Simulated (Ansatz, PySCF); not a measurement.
Ge(H)(F)2(Et) (C₂H₆F₂Ge), SMILES C[CH2][GeH]([F])[F]. Atoms are numbered in the order given.

```xyz
11

Ge     0.4240     0.1446    -0.3069
F      1.0452    -0.7344     1.0583
F      0.3227     1.7850     0.2599
C     -1.3684    -0.4770    -0.6467
C     -2.2458    -0.3306     0.6018
H      1.4911     0.1039    -1.4007
H     -1.7719     0.1004    -1.4951
H     -1.3054    -1.5275    -0.9764
H     -2.3018     0.7216     0.9207
H     -3.2705    -0.6855     0.4121
H     -1.8329    -0.9104     1.4416
```
Charge 0, spin multiplicity 1.

The structure is a stationary point at ωB97X-D3(BJ)/def2-SVP. The values are those of a single conformer.

Two levels are set side by side: PBE-D3(BJ)/def2-SVP (Ansatz, a first-principles code) and ωB97X-D3(BJ)/def2-SVP (PySCF). Each level has its own optimised geometry; the coordinates shown are those of the second. Frequencies come from the Hessian of PySCF at each geometry. Differences are taken from unrounded values.

```
quantity                            ωB97X-D3(BJ)
----------------------------------  ------------
mean bond length (Å)                       1.397
bond Ge1–F2 (Å)                            1.739
bond Ge1–F3 (Å)                            1.739
bond Ge1–C4 (Å)                            1.927
bond C4–C5 (Å)                             1.533
bond Ge1–H6 (Å)                            1.529
bond C4–H7 (Å)                             1.103
bond C4–H8 (Å)                             1.103
bond C5–H9 (Å)                             1.101
bond C5–H10 (Å)                            1.101
bond C5–H11 (Å)                            1.101
highest harmonic wavenumber (cm⁻¹)          3172
mean harmonic wavenumber (cm⁻¹)             1286
zero-point energy (kcal/mol)               49.62
```

Q: What does PBE-D3(BJ) give, and how far is it from ωB97X-D3(BJ)? (The exact figures need the calculation; the answer reports its results.)

A: 
| quantity | PBE-D3(BJ) | PBE-D3(BJ) minus ωB97X-D3(BJ) |
|---|---|---|
| mean bond length (Å) | 1.409 | 0.012 |
| bond Ge1–F2 (Å) | 1.757 | 0.018 |
| bond Ge1–F3 (Å) | 1.757 | 0.018 |
| bond Ge1–C4 (Å) | 1.950 | 0.023 |
| bond C4–C5 (Å) | 1.533 | 0.000 |
| bond Ge1–H6 (Å) | 1.548 | 0.019 |
| bond C4–H7 (Å) | 1.111 | 0.008 |
| bond C4–H8 (Å) | 1.111 | 0.008 |
| bond C5–H9 (Å) | 1.108 | 0.007 |
| bond C5–H10 (Å) | 1.109 | 0.008 |
| bond C5–H11 (Å) | 1.108 | 0.007 |
| highest harmonic wavenumber (cm⁻¹) | 3075 | -97 |
| mean harmonic wavenumber (cm⁻¹) | 1232 | -53 |
| zero-point energy (kcal/mol) | 47.57 | -2.05 |

Exact exchange shortens and stiffens bonds; PBE has none. Differences between two approximate levels are no errors against the true value.
